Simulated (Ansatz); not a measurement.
Relaxation of BClH₆N₂ (10 atoms, charge 0, multiplicity 1), to a largest force component of 0.03 eV/Å in at most 50 steps.

Computed with Ansatz, RKS PBE-D4/def2-SVP.

```xyz
10
Properties=species:S:1:pos:R:3
B -0.008 -0.236 -0.136
Cl -0.001 -0.898 1.583
N 1.248 -0.013 -0.743
H 2.115 -0.241 -0.263
H 1.369 0.372 -1.678
N -1.263 -0.057 -0.759
H -2.135 -0.174 -0.247
H -1.377 0.264 -1.719
H -0.166 1.959 0.819
H -0.134 1.672 1.480
```

**Question.** Where does it end, and by what steps?

**Answer.** The run converged. The force dipped under the threshold on the way, but the program's further checks kept it going. After 42 steps the energy has fallen by 0.224 eV; H9 moved furthest, 1.98 Å.

| step | energy less start (eV) | largest force component (eV/Å) | accepted |
| --- | --- | --- | --- |
| 0 | 0.0000 | 1.707 | yes |
| 2 | -0.1698 | 0.286 | yes |
| 4 | -0.1738 | 0.552 | no |
| 6 | -0.1947 | 0.082 | yes |
| 8 | -0.2070 | 0.023 | yes |
| 10 | -0.2079 | 0.283 | yes |
| 12 | -0.2111 | 0.182 | yes |
| 14 | -0.2127 | 0.052 | yes |
| 16 | -0.2138 | 0.069 | yes |
| 18 | -0.2145 | 0.045 | yes |
| 20 | -0.2147 | 0.029 | yes |
| 22 | -0.2150 | 0.053 | yes |
| 24 | -0.2158 | 0.038 | yes |
| 26 | -0.2166 | 0.044 | yes |
| 28 | -0.2181 | 0.106 | yes |
| 30 | -0.2194 | 0.051 | yes |
| 32 | -0.2206 | 0.054 | yes |
| 34 | -0.2213 | 0.044 | yes |
| 36 | -0.2220 | 0.055 | yes |
| 38 | -0.2218 | 0.117 | no |
| 40 | -0.2232 | 0.085 | yes |
| 42 | -0.2240 | 0.029 | yes |

```xyz
10
Properties=species:S:1:pos:R:3
B 0.369 -0.222 -0.347
Cl 0.813 -0.140 1.405
N 1.319 -0.786 -1.233
H 2.216 -1.136 -0.904
H 1.175 -0.883 -2.237
N -0.896 0.285 -0.727
H -1.533 0.701 -0.051
H -1.231 0.299 -1.688
H -1.574 2.526 2.086
H -1.010 2.004 2.033
```

Whether the end is a true minimum wasn't checked by a vibrational analysis.

Time of the run: 25 s on 2 threads of AMD EPYC 9R45 96-Core Processor (Zen 5), on a shared host, peak memory 0.14 GiB.
